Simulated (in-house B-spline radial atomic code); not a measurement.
**One electron outside the 1s2 core: the oxygen ion O⁵⁺**

Computed with a B-spline radial code for spherical atoms, no-pair Dirac-Coulomb Hamiltonian, finite nucleus. Rungs: frozen-core Dirac-Hartree-Fock (DHF); Brueckner orbitals from the second-order correlation potential; the same with the Coulomb interaction screened by the core and the hole-particle interaction summed; Breit and QED terms from differences of relaxed Dirac-Fock atoms, where computed. Partial waves beyond l = 6 are extrapolated. The tables show a selection of states; those near core-excited levels, with erratic corrections or far from their DHF start are never shown.

Removal energies (eV):

```tsv
state	DHF	second order	screened	Breit + QED	final
2s1/2	137.997	138.127	138.132	-0.016	138.116
3s1/2	58.7336	?	?	?	?
3p1/2	55.4739	55.5352	55.5366	-0.00495	55.5316
3p3/2	55.4519	55.5129	55.5143	-0.00203	55.5123
3d3/2	54.4583	54.4766	54.4776	-9.09e-05	54.4775
3d5/2	54.4525	54.4708	54.4717	-2.64e-05	54.4717
4s1/2	32.3858	?	?	?	?
4p1/2	31.0579	31.0819	31.0823	-	-
4p3/2	31.0487	31.0725	31.073	-	-
4d3/2	30.6325	30.6407	30.6411	-5.28e-05	30.6411
```

Question: What does correlation do to 4s1/2?

Answer: It adds 0.0132 eV to the removal energy in second order and 0.01372 eV with screening, giving 32.3995 eV before Breit and QED terms, which weren't computed for this state.

Question: What does correlation do to 3s1/2?

Answer: It adds 0.03382 eV to the removal energy in second order and 0.03524 eV with screening; Breit and QED add -0.00444 eV, for a final 58.7644 eV.

Question: How does the lowest state compare with the NIST ionisation energy?

Answer: 2s1/2 is bound by 138.116 eV, without recoil; NIST lists 138.1189 ± 0.0021 eV (semi-empirical), a difference of -0.003 eV.

Electric-dipole lines from 2s1/2 (reduced matrix elements in atomic units, length form, static core polarisation, sign of DHF taken positive):

| upper | DHF | + core polarisation | + Brueckner | λ (nm) | A (s⁻¹) |
| --- | --- | --- | --- | --- | --- |
| 3p1/2 | 0.2938 | 0.2947 | 0.2955 | 15.013 | 2.61e+10 |
| 3p3/2 | 0.4147 | 0.4159 | 0.417 | 15.01 | 2.61e+10 |

Magnetic hyperfine constants per unit nuclear g factor (MHz, nucleus as a uniformly magnetised ball; they apply to isotopes with nuclear spin):

| state | DHF | + core polarisation | + Brueckner |
| --- | --- | --- | --- |
| 2s1/2 | 10150 | 11130 | 11170 |
| 3s1/2 | 2840 | 3098 | 3106 |
| 3p1/2 | 810.6 | 872.8 | 875.7 |
| 4s1/2 | 1166 | 1270 | 1273 |
| 4p1/2 | 339.2 | 363.9 | 364.8 |

Question: What is the static scalar polarisability of 2s1/2?

Answer: 1.066 bohr³: 0.002639 from the core and 1.064 from the valence electron, Pauli blocking included.
